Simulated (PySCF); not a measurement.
## GaN and its ions

PBE0; basis Ga 6-31G(d,p), N 6-31G(d,p); no relativity; PySCF 2.14. Neutral (UKS): triplet (π ↑↑), Re = 2.009 Å, ωe = 516 cm⁻¹, De = 2.11 eV, HOMO -5.87 eV, LUMO -2.94 eV.

GaN⁺ (UKS): quartet (σ ↑, π ↑↑), Re = 2.575 Å, ωe = 138 cm⁻¹, De = 0.22 eV to Ga⁺ + N. The energies at the minima are -1978.88166 hartree for GaN and -1978.58878 for GaN⁺.

Work out the adiabatic ionisation energy, without and with harmonic zero-point energies (1 hartree = 27.2114 eV, 1 eV = 8065.5 cm⁻¹), and the change of the bond length.

At PBE0: 0.29288 hartree = 7.970 eV between the minima; the zero-point term (138.0 − 516.0)/2 cm⁻¹ = -0.023 eV makes it 7.946 eV. Re changes by +56.6 pm against the neutral. The electron leaves a σ orbital, and the ion is left as a loose complex of an ion and an atom.

Weak bonds: GaN⁺. Basis-set superposition, not corrected here, can be much of De in a small basis, most of all at correlated wavefunction levels. Spin–orbit coupling is left out. For an ion De counts to the pair picked by the measured ionisation energies or electron affinities, which need not be the lowest pair at this level. States were picked by a PBE0 search and need not be the measured ground states.
